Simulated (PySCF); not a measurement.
ClIn (SMILES [Cl][In]), singlet, geometry from GFN2-xTB (such geometries of metal compounds can be far from the true shape) (core potentials on In); DF-B3LYP5/def2-SVP run with PySCF.

Input for PySCF:
```python
from pyscf import gto, scf, dft

mol = gto.M(
    atom='''
In   -0.000000   -0.000000   -0.614930
Cl    0.000000    0.000000    1.772445
''',
    basis='def2-svp',
    ecp={'In': 'def2-svp'},
    charge=0,
    spin=0,
    verbose=4,
)

mf = dft.RKS(mol)
mf.xc = 'b3lyp5'
mf = mf.density_fit(auxbasis='def2-universal-jkfit')
mf.kernel()
```

What the program printed (banner, timings and long lists left out):

```
PySCF version 2.14.0

[INPUT] verbose = 4
[INPUT] num. atoms = 2
[INPUT] num. electrons = 38
[INPUT] charge = 0
[INPUT] spin (= nelec alpha-beta = 2S) = 0
[INPUT] symmetry False subgroup None
[INPUT] Mole.unit = angstrom
[INPUT] Symbol           X                Y                Z      unit          X                Y                Z       unit  Magmom
[INPUT]  1 In     0.000000000000   0.000000000000  -0.614930000000 AA    0.000000000000   0.000000000000  -1.162049285779 Bohr   0.0
[INPUT]  2 Cl     0.000000000000   0.000000000000   1.772445000000 AA    0.000000000000   0.000000000000   3.349435620855 Bohr   0.0

nuclear repulsion = 79.1313741236463
number of shells = 18
number of NR pGTOs = 97
number of NR cGTOs = 44
basis = def2-svp
ecp = {'In': 'def2-svp'}

******** <class 'pyscf.df.df_jk.DFRKS'> ********
method = DFRKS
initial guess = minao
damping factor = 0
level_shift factor = 0
DIIS = <class 'pyscf.scf.diis.CDIIS'>
diis_start_cycle = 1
diis_space = 8
diis_damp = 0
SCF conv_tol = 1e-09
SCF conv_tol_grad = None
SCF max_cycles = 50
direct_scf = False
XC library pyscf.dft.libxc version 7.1.2
    S. Lehtola, C. Steigemann, M. J. T. Oliveira, and M. A. L. Marques,  SoftwareX 7, 1–5 (2018)
XC functionals = b3lyp5
    P. A. M. Dirac,  Math. Proc. Cambridge Philos. Soc. 26, 376 (1930)
    F. Bloch,  Z. Phys. 57, 545 (1929)
    A. D. Becke,  Phys. Rev. A 38, 3098 (1988)
    C. Lee, W. Yang, and R. G. Parr,  Phys. Rev. B 37, 785 (1988)
    B. Miehlich, A. Savin, H. Stoll, and H. Preuss,  Chem. Phys. Lett. 157, 200 (1989)
    S. H. Vosko, L. Wilk, and M. Nusair,  Can. J. Phys. 58, 1200 (1980)
radial grids:
    Treutler-Ahlrichs [JCP 102, 346 (1995); DOI:10.1063/1.469408] (M4) radial grids

becke partition: Becke, JCP 88, 2547 (1988); DOI:10.1063/1.454033
pruning grids: <function nwchem_prune>
grids dens level: 3
symmetrized grids: False
atomic radii adjust function: <function treutler_atomic_radii_adjust>
small_rho_cutoff = 0
Set gradient conv threshold to 3.16228e-05
Initial guess from minao.
tot grids = 40760
******** <class 'pyscf.df.df.DF'> ********
auxbasis = def2-universal-jkfit
init E= -629.243042492414
  HOMO = -0.671152173801343  LUMO = -0.552285157513691  gap/eV = 3.23454
cycle= 1 E= -649.543399071049  delta_E= -20.3  |g|=  1.7  |ddm|= 12.2
  HOMO = -0.0996727914623889  LUMO = 0.0397872729279617  gap/eV = 3.79490
cycle= 2 E= -649.552519357065  delta_E= -0.00912  |g|= 1.79  |ddm|=  5.3
  HOMO = -0.238361824535224  LUMO = -0.054747917164794  gap/eV = 4.99639
cycle= 3 E= -650.204122649726  delta_E= -0.652  |g|= 0.0715  |ddm|= 2.27
  HOMO = -0.25386691284508  LUMO = -0.0676553173095294  gap/eV = 5.06708
cycle= 4 E= -650.205085616028  delta_E= -0.000963  |g|= 0.0183  |ddm|= 0.125
  HOMO = -0.250608167677458  LUMO = -0.0654297347481839  gap/eV = 5.03896
cycle= 5 E= -650.205147635357  delta_E= -6.2e-05  |g|= 0.00671  |ddm|= 0.034
  HOMO = -0.251176244352321  LUMO = -0.0652847180488593  gap/eV = 5.05837
cycle= 6 E= -650.205161855406  delta_E= -1.42e-05  |g|= 0.00207  |ddm|= 0.0118
  HOMO = -0.251173170154671  LUMO = -0.0654118943815551  gap/eV = 5.05482
cycle= 7 E= -650.205163499877  delta_E= -1.64e-06  |g|= 0.000249  |ddm|= 0.00333
  HOMO = -0.251192116694113  LUMO = -0.0654176404728838  gap/eV = 5.05518
cycle= 8 E= -650.205163518249  delta_E= -1.84e-08  |g|= 5.33e-05  |ddm|= 0.000377
  HOMO = -0.25119074704968  LUMO = -0.0654201383486708  gap/eV = 5.05508
cycle= 9 E= -650.205163519163  delta_E= -9.14e-10  |g|= 9.81e-06  |ddm|= 8.08e-05
  HOMO = -0.251188868088424  LUMO = -0.0654201444339288  gap/eV = 5.05502
Extra cycle  E= -650.205163519138  delta_E= 2.5e-11  |g|= 1.37e-05  |ddm|= 3.74e-05
converged SCF energy = -650.205163519138
```
